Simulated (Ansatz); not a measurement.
Relaxation of BCl₂FH₅N (10 atoms, charge 0, multiplicity 1), to a largest force component of 0.03 eV/Å in at most 50 steps.

Level of theory: UKS PBE-D4/STO-3G in Ansatz.

```xyz
10
Properties=species:S:1:pos:R:3:forces:R:3
B -1.106 -0.293 -0.539 0.82 -1.38 2.02
H 0.561 1.431 -1.088 -1.67 -0.06 -1.31
Cl -0.747 -0.887 -2.190 0.00 0.00 -0.01
Cl -2.203 1.089 -0.237 -0.01 0.00 0.00
H 1.488 0.105 1.060 -2.01 -1.65 0.07
N -0.505 -0.983 0.608 -0.87 1.25 -1.90
H 1.135 1.510 -0.704 1.95 0.20 1.38
F 2.220 0.728 1.011 1.79 1.64 -0.24
H -0.011 -1.901 0.494 -0.01 0.00 -0.01
H -0.832 -0.799 1.587 -0.01 0.00 -0.01
```

Problem. Where does it end, and by what steps?

Solution. It converged. The force dipped under the threshold on the way, but the program's further checks kept it going. Limits of this set-up: minimal basis. After 10 steps the energy has fallen by 0.552 eV; H2 moved furthest, 1.16 Å.

```json
{"step": "0", "energy less start (eV)": "0.0000", "largest force component (eV/Å)": "2.022", "accepted": "yes"}
{"step": "1", "energy less start (eV)": "-0.2382", "largest force component (eV/Å)": "0.994", "accepted": "yes"}
{"step": "2", "energy less start (eV)": "-0.3588", "largest force component (eV/Å)": "1.239", "accepted": "yes"}
{"step": "3", "energy less start (eV)": "-0.4801", "largest force component (eV/Å)": "0.583", "accepted": "yes"}
{"step": "4", "energy less start (eV)": "-0.5198", "largest force component (eV/Å)": "0.336", "accepted": "yes"}
{"step": "5", "energy less start (eV)": "-0.5416", "largest force component (eV/Å)": "0.116", "accepted": "yes"}
{"step": "6", "energy less start (eV)": "-0.5475", "largest force component (eV/Å)": "0.134", "accepted": "yes"}
{"step": "7", "energy less start (eV)": "-0.5484", "largest force component (eV/Å)": "0.308", "accepted": "yes"}
{"step": "8", "energy less start (eV)": "-0.5512", "largest force component (eV/Å)": "0.081", "accepted": "yes"}
{"step": "9", "energy less start (eV)": "-0.5520", "largest force component (eV/Å)": "0.021", "accepted": "yes"}
{"step": "10", "energy less start (eV)": "-0.5523", "largest force component (eV/Å)": "0.013", "accepted": "yes"}
```

```xyz
10
Properties=species:S:1:pos:R:3
B -1.282 -0.509 -0.443
H 1.499 2.112 -1.069
Cl -1.028 -1.191 -2.075
Cl -2.499 0.763 -0.134
H 0.980 0.094 0.664
N -0.454 -0.951 0.629
H 1.624 1.648 -0.477
F 1.826 0.647 0.746
H 0.078 -1.852 0.538
H -0.743 -0.762 1.621
```

Time of the run: 42 s on 1 thread of Intel(R) Xeon(R) Processor @ 2.70GHz (shared host), peak memory 0.18 GiB.
